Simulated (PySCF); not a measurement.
Highest occupied level (eV) of eight silicon and germanium compounds: PBE beside r2SCAN, computed with PySCF for isolated molecules in the bases named; differences from unrounded values. The eight are the first of their class met in an unordered collection, after screening for sound electronic states; none was chosen by its value. Each molecule has one DFT geometry for both levels.

| molecule | basis | r2SCAN |
|---|---|---|
| dichloro(silylmethyl)silane (CH6Cl2Si2), SMILES Cl[SiH](C[SiH3])Cl | def2-TZVP | -7.84 |
| FH6NOSi2, SMILES N[Si@@H](O)[SiH2]F | def2-TZVP | -6.70 |
| C2H9FOSi2, SMILES OC[Si@H](F)C[SiH3] | def2-TZVP | -6.37 |
| ClGeH₆NSi, SMILES [GeH3][Si@H](Cl)N | def2-TZVP | -6.89 |
| CH5FGeO, SMILES C[O][GeH2][F] | def2-TZVP | -7.10 |
| N,N-dimethyl-1-methylsilylmethanamine (C4H13NSi), SMILES C[SiH2]CN(C)C | def2-TZVP | -4.99 |
| C3H7FOSi, SMILES O=CC[SiH2]CF | def2-TZVP | -6.35 |
| C5H8Si, SMILES C#CC(=C)[SiH2]C | def2-TZVP | -6.32 |

Task: Estimate the PBE values and say how PBE differs from r2SCAN over the set. (The exact figures need the calculation; the answer reports its results.)

Result: 
```json
[
 {"molecule": "dichloro(silylmethyl)silane (CH6Cl2Si2), SMILES Cl[SiH](C[SiH3])Cl", "PBE": "-7.51", "difference": "0.33"},
 {"molecule": "FH6NOSi2, SMILES N[Si@@H](O)[SiH2]F", "PBE": "-6.40", "difference": "0.30"},
 {"molecule": "C2H9FOSi2, SMILES OC[Si@H](F)C[SiH3]", "PBE": "-6.05", "difference": "0.31"},
 {"molecule": "ClGeH₆NSi, SMILES [GeH3][Si@H](Cl)N", "PBE": "-6.57", "difference": "0.31"},
 {"molecule": "CH5FGeO, SMILES C[O][GeH2][F]", "PBE": "-6.76", "difference": "0.34"},
 {"molecule": "N,N-dimethyl-1-methylsilylmethanamine (C4H13NSi), SMILES C[SiH2]CN(C)C", "PBE": "-4.76", "difference": "0.23"},
 {"molecule": "C3H7FOSi, SMILES O=CC[SiH2]CF", "PBE": "-6.04", "difference": "0.32"},
 {"molecule": "C5H8Si, SMILES C#CC(=C)[SiH2]C", "PBE": "-6.15", "difference": "0.17"}
]
```
PBE lies below r2SCAN in 0 and above it in 8 of the eight; the mean signed difference is 0.29 and the largest 0.34 eV.
